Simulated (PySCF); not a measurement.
C₂F₅, doublet, at a GFN2-xTB geometry; PySCF with CCSD/STO-3G.

PySCF was given this input:
```python
from pyscf import gto, scf, cc

mol = gto.M(
    atom='''
F     1.33263497   -1.34508685   -0.09956568
C     0.89342460   -0.10323390   -0.22295752
F     1.69497119    0.76164160    0.37691203
C    -0.59425481    0.11916949   -0.07500397
F    -1.03231455   -0.08973964    1.18180137
F    -0.91885164    1.36923302   -0.39550019
F    -1.27588651   -0.70667185   -0.86500654
''',
    basis='sto-3g',
    spin=1,
    verbose=5,
)

mf = scf.UHF(mol)
mf.kernel()

mycc = cc.CCSD(mf)
mycc.kernel()
print('E(CCSD) = %.10f' % mycc.e_tot)
```

**Question.** Predict the main parts of the log of this PySCF run.

**Answer.** 
```
PySCF version 2.14.0

[INPUT] verbose = 5
[INPUT] max_memory = 4000
[INPUT] num. atoms = 7
[INPUT] num. electrons = 57
[INPUT] charge = 0
[INPUT] spin (= nelec alpha-beta = 2S) = 1
[INPUT] symmetry False subgroup None
[INPUT] Mole.unit = angstrom
[INPUT] Symbol           X                Y                Z      unit          X                Y                Z       unit  Magmom
[...]
[INPUT] ---------------- BASIS SET ----------------
[INPUT] l, kappa, [nprim/nctr], expnt,             c_1 c_2 ...
[INPUT] F
[...]
                                30.360812         0.53532814
                                8.2168207         0.44463454
[...]
                                1.5022812         0.39951283
                                0.4885885         0.70011547
[...]
                                1.5022812         0.60768372
                                0.4885885         0.39195739
[INPUT] C
[...]
                                13.045096         0.53532814
                                3.5305122         0.44463454
[...]
                                0.6834831         0.39951283
                                0.2222899         0.70011547
[...]
                                0.6834831         0.60768372
                                0.2222899         0.39195739

nuclear repulsion = 343.05126583928
number of shells = 21
number of NR pGTOs = 105
number of NR cGTOs = 35
basis = sto-3g
ecp = {}

******** <class 'pyscf.scf.uhf.UHF'> ********
method = UHF
initial guess = minao
damping factor = 0
level_shift factor = 0
DIIS = <class 'pyscf.scf.diis.CDIIS'>
diis_start_cycle = 1
diis_space = 8
diis_damp = 0
SCF conv_tol = 1e-09
SCF conv_tol_grad = None
SCF max_cycles = 50
direct_scf = True
direct_scf_tol = 1e-13
number electrons alpha = 29  beta = 28
Set gradient conv threshold to 3.16228e-05
E1 = -1464.4639072428663  E2 = 555.3852083167254  Ecoul = 615.8419907585848  Exc = -60.45678244185933
init E= -566.027433086861
cond(S) = 7.365524534509102

  alpha mo_energy =
[-26.38613659 -26.38586227 -26.38545098 -26.38538388 -26.38535498
 -11.13899148 -11.12324035  -2.12795574  -1.98458715  -1.83150807
  -1.81223921  -1.80348391  -1.17838531  -1.01195376  -0.86786073
  -0.85953657  -0.85384998  -0.80602861  -0.75329629  -0.71195671
  -0.69047028  -0.68746573  -0.66738701  -0.64532309  -0.64013449
  -0.63734363  -0.62937023  -0.46695188  -0.0759254    0.29325995
   0.29739654   0.38593375   0.48340085   0.58408499   0.61005428]
  beta  mo_energy =
[...]
 -11.30913432 -11.172108    -1.63768715  -1.59168043  -1.5369288
  -1.52695038  -1.522427    -0.94357976  -0.77859208  -0.7139334
  -0.69657749  -0.68465628  -0.6275729   -0.57724107  -0.56550392
  -0.53529786  -0.52764429  -0.50905034  -0.498487    -0.49535355
  -0.48305811  -0.47976187  -0.41389037   0.24076787   0.50666179
   0.55709534   0.63042178   0.65770364   0.71933685   0.75754634]
multiplicity <S^2> = 0.75698026  2S+1 = 2.0069681
E1 = -1475.7021441017341  E2 = 567.6948193454281  Ecoul = 629.2972573784587  Exc = -61.60243803303058
Extra cycle  E= -564.956058917026  delta_E= -8.8e-11  |g|= 5.07e-06  |ddm|= 1.42e-05
converged SCF energy = -564.956058917026  <S^2> = 0.75698026  2S+1 = 2.0069681

******** <class 'pyscf.cc.uccsd.UCCSD'> ********
CC2 = 0
CCSD nocc = (np.int64(29), np.int64(28)), nmo = (35, 35)
max_cycle = 50
direct = 0
conv_tol = 1e-07
conv_tol_normt = 1e-06
diis_space = 6
diis_start_cycle = 0
diis_start_energy_diff = 1e+09
Init t2, MP2 energy = -0.164209717113421
Init E_corr(UCCSD) = -0.164209717135979
cycle = 1  E_corr(UCCSD) = -0.18848007964058  dE = -0.0242703625  norm(t1,t2) = 0.0897766
cycle = 2  E_corr(UCCSD) = -0.200130623883611  dE = -0.0116505442  norm(t1,t2) = 0.0301864
cycle = 3  E_corr(UCCSD) = -0.204163309667985  dE = -0.00403268578  norm(t1,t2) = 0.0156139
cycle = 4  E_corr(UCCSD) = -0.205690395921846  dE = -0.00152708625  norm(t1,t2) = 0.0055909
cycle = 5  E_corr(UCCSD) = -0.20547456745828  dE = 0.000215828464  norm(t1,t2) = 0.00220371
cycle = 6  E_corr(UCCSD) = -0.205477917380264  dE = -3.34992198e-06  norm(t1,t2) = 0.000542344
cycle = 7  E_corr(UCCSD) = -0.205486254143841  dE = -8.33676358e-06  norm(t1,t2) = 0.000259774
cycle = 8  E_corr(UCCSD) = -0.205483768967526  dE = 2.48517632e-06  norm(t1,t2) = 0.000108078
cycle = 9  E_corr(UCCSD) = -0.205483201034415  dE = 5.67933111e-07  norm(t1,t2) = 5.3867e-05
cycle = 10  E_corr(UCCSD) = -0.205483476637265  dE = -2.7560285e-07  norm(t1,t2) = 2.22097e-05
cycle = 11  E_corr(UCCSD) = -0.205483695676614  dE = -2.19039349e-07  norm(t1,t2) = 7.11265e-06
cycle = 12  E_corr(UCCSD) = -0.205483822268982  dE = -1.26592368e-07  norm(t1,t2) = 2.54614e-06
cycle = 13  E_corr(UCCSD) = -0.205483757221301  dE = 6.50476813e-08  norm(t1,t2) = 1.23871e-06
cycle = 14  E_corr(UCCSD) = -0.205483705263008  dE = 5.19582927e-08  norm(t1,t2) = 6.17063e-07
UCCSD converged
E(UCCSD) = -565.1615426222893  E_corr = -0.2054837052630084
E(CCSD) = -565.1615426223
```
